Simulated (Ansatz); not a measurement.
Job for Ansatz (a first-principles code): U-CCSD(T)/cc-pVTZ on CH4N (SMILES [CH2]N), 2S+1 = 2, atoms moved off the minimum.

Ansatz 0.2 input:
```yaml
crystal:
  periodic: [false, false, false]
  atoms:
    - {symbol: C, position_ang: [-0.83869268, -0.03706200, -0.14274745]}
    - {symbol: N, position_ang: [0.70466074, -0.05824519, 0.12117806]}
    - {symbol: H, position_ang: [-1.32560501, -0.84381872, 0.03003488]}
    - {symbol: H, position_ang: [-1.13834163, 1.01952656, 0.02379656]}
    - {symbol: H, position_ang: [1.32402822, 0.74498507, -0.18622763]}
    - {symbol: H, position_ang: [1.03586143, -0.96578501, -0.08978550]}
basis:
  gaussian:
    orbitals: cc-pVTZ
magnetization: {spin_polarized: true, initial_magnetization: 1}
correlation: {method: ccsd_t, electrons: outside_noble_gas}
scf: {omitted_lower_state_checks: [cluster_reference]}
output: {forces: true}
```

The head of its log:

```
WARN ansatz: RAYON_NUM_THREADS=1 ignored (pool sized by the plan → 1); use --threads N
Functional definition: HF
these checks for a lower state are left out or cut short: cluster_reference
integrals: 0.27 GiB planned
657 factors; integrals over basis functions are off by at most 1.2e-3 eV
mean field: 0.23 GiB planned
mean field evaluation 1: about -2572.2142 eV, gradient 1.8e1 eV
mean field evaluation 2: about -2572.2165 eV, gradient 1.8e1 eV
mean field evaluation 4: about -2573.8642 eV, gradient 2.6e0 eV
mean field evaluation 8: about -2573.9509 eV, gradient 2.8e-1 eV
mean field -2573.95371204 eV, -94.5910542289 hartree, gradient 3.0e-6 eV, S^2 0.763055; 0 other end points of the search recorded, 0 dependent functions left out
2 core orbitals not correlated
reference -2573.95371204 eV, -94.5910542289 hartree; 7, 6 occupied and 107, 108 virtual orbitals, 657 factors
densities: 1.68 GiB planned
```

Q: Predict the final total energy.

A: -95.0018 hartree (reference determinant -94.5911, T1 diagnostic 0.020).
